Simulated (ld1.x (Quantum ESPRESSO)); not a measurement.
## Logarithmic derivatives: nitrogen, ultrasoft

| Quantity | Value |
| --- | --- |
| Element | nitrogen |
| Generator | ld1.x (Quantum ESPRESSO) 7.5 |
| Type | ultrasoft |
| Functional | PBEsol |
| Relativity | scalar-relativistic |
| Frozen core | [He] |
| Valence charge | 5 |
| Reference configuration | 2s2 2p1 (charge +2) |
| Partial waves | 2s (bound): rcut 0.90, rcutus 1.20 bohr; 2s channel at -0.6 Ry: rcut 0.90, rcutus 1.20 bohr; 2p (bound): rcut 1.85, rcutus 1.95 bohr; 2p channel at -2.3 Ry: rcut 1.85, rcutus 1.95 bohr |
| Local potential | all-electron potential smoothed inside 1.10 bohr (lloc = -1) |
| Core correction | none |
| Augmentation charge | built from norm-conserving waves at rcut, not smoothed further |

The phase is arctan(r·u′/u) with u = r·R(r), unwrapped; energies in Ry, scanned from -6 to 5 Ry. A pole is an energy at which the radial function vanishes at the test radius. The pseudo phase is shifted by a multiple of π to meet the all-electron one at the reference energy, and phase errors are pseudo minus all-electron; the curves can meet again beyond the range given. Levels narrower than the energy grid can be missing from the lists of poles.

| channel | radius (bohr) | reference energy (Ry) | poles, all-electron | poles, pseudo | unbroken range about the reference energy with phases within 0.05 rad | phase error 1 Ry above the reference energy (rad) |
| --- | --- | --- | --- | --- | --- | --- |
| s | 2.14 | -3.60 | -3.22 | -3.22 | the whole range | +0.000 |
| p | 2.14 | -2.75 | -2.39, 4.66 | -2.43, -2.31 | -2.9 to -2.4 | -3.074 |

Note: ghost state, extra bound levels that the all-electron valence spectrum of the same l lacks: p at -30.1 eV. A true bound ghost makes a file unfit for plane-wave use.

Phases in the p channel:

```csv
E (Ry),all-electron,pseudo
-6.00,1.333,1.349
-5.74,1.324,1.341
-5.48,1.313,1.333
-5.22,1.301,1.322
-4.96,1.286,1.310
-4.70,1.268,1.296
-4.44,1.246,1.277
-4.18,1.215,1.252
-3.92,1.172,1.215
-3.66,1.102,1.156
-3.40,0.966,1.038
-3.14,0.580,0.688
-2.88,-0.682,-0.654
-2.62,-1.381,-1.375
-2.36,-1.586,-4.689
-2.10,-1.684,-4.779
-1.84,-1.748,-4.828
-1.58,-1.800,-4.862
-1.32,-1.847,-4.889
-1.06,-1.897,-4.912
-0.80,-1.953,-4.933
-0.54,-2.020,-4.952
-0.28,-2.108,-4.972
-0.02,-2.229,-4.992
0.24,-2.408,-5.013
0.50,-2.679,-5.036
0.76,-3.068,-5.061
1.02,-3.506,-5.089
1.28,-3.862,-5.121
1.54,-4.101,-5.158
1.80,-4.258,-5.201
2.06,-4.364,-5.252
2.32,-4.441,-5.314
2.58,-4.498,-5.390
2.84,-4.543,-5.485
3.10,-4.579,-5.605
3.36,-4.609,-5.758
3.62,-4.635,-5.946
3.88,-4.657,-6.169
4.14,-4.678,-6.409
4.40,-4.696,-6.643
4.66,-4.713,-6.847
4.92,-4.729,-7.015
```
